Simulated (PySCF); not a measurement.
Electron correlation in N²⁺ (nitrogen, charge +2)

[He] 2s2 2p1, 2P determinant. All numbers are calculated (PySCF 2.14, no relativity, point nucleus, in pcseg-2 (4s3p2d1f, 30 functions)). Frozen: 1s2; 3 electrons correlated.

MP2 pair energies summed by pair of shells (mhartree):

| pair | energy | share (%) |
| --- | --- | --- |
| 2s-2s | -31.73 | 59.0 |
| 2s-2p | -22.07 | 41.0 |

Total MP2 correlation energy: -53.81 mhartree.

Same-spin part -3.26 and opposite-spin part -50.55 mhartree; SCS-MP2 scales them by 1/3 and 6/5 to -61.74 mhartree.

| level | correlation energy (mhartree) |
| --- | --- |
| CCSD | -80.48 |
| (T) | -1.00 |
| CCSD(T) | -81.48 |

Diagnostics: T1 = 0.0065, D1 = 0.0128, largest double amplitude 0.137.

Cost of the coupled-cluster step: 0.25 s of wall time on 1 thread of Neoverse-V1 (shared host), for 3 correlated electrons.

Iterations:

```
CC2 = 0
CCSD nocc = (np.int64(2), np.int64(1)), nmo = (29, 29)
frozen orbitals [[0], [0]]
max_cycle = 100
direct = 0
conv_tol = 1e-08
conv_tol_normt = 1e-06
diis_space = 8
diis_start_cycle = 0
Init t2, MP2 energy = -0.0538070132043739
Init E_corr(UCCSD) = -0.0538070132045606
cycle = 1  E_corr(UCCSD) = -0.0688812139521524  dE = -0.0150742007  norm(t1,t2) = 0.0511595
cycle = 2  E_corr(UCCSD) = -0.074907412995521  dE = -0.00602619904  norm(t1,t2) = 0.0251398
cycle = 3  E_corr(UCCSD) = -0.0805510751945479  dE = -0.0056436622  norm(t1,t2) = 0.0128877
cycle = 4  E_corr(UCCSD) = -0.0804565897529359  dE = 9.44854416e-05  norm(t1,t2) = 0.000866515
cycle = 5  E_corr(UCCSD) = -0.0804929784659384  dE = -3.6388713e-05  norm(t1,t2) = 0.000111431
cycle = 6  E_corr(UCCSD) = -0.0804800410997367  dE = 1.29373662e-05  norm(t1,t2) = 2.54521e-05
cycle = 7  E_corr(UCCSD) = -0.0804834127627331  dE = -3.371663e-06  norm(t1,t2) = 7.46922e-06
cycle = 8  E_corr(UCCSD) = -0.0804832322172688  dE = 1.80545464e-07  norm(t1,t2) = 7.7083e-07
cycle = 9  E_corr(UCCSD) = -0.0804831788890937  dE = 5.33281751e-08  norm(t1,t2) = 1.43516e-07
cycle = 10  E_corr(UCCSD) = -0.0804831917528596  dE = -1.28637659e-08  norm(t1,t2) = 2.89007e-08
cycle = 11  E_corr(UCCSD) = -0.0804831899369991  dE = 1.81586055e-09  norm(t1,t2) = 7.53e-09
UCCSD converged
E(UCCSD) = -52.89474667576744  E_corr = -0.08048318993699909
UCCSD(T) correction = -0.000996193921815297
```
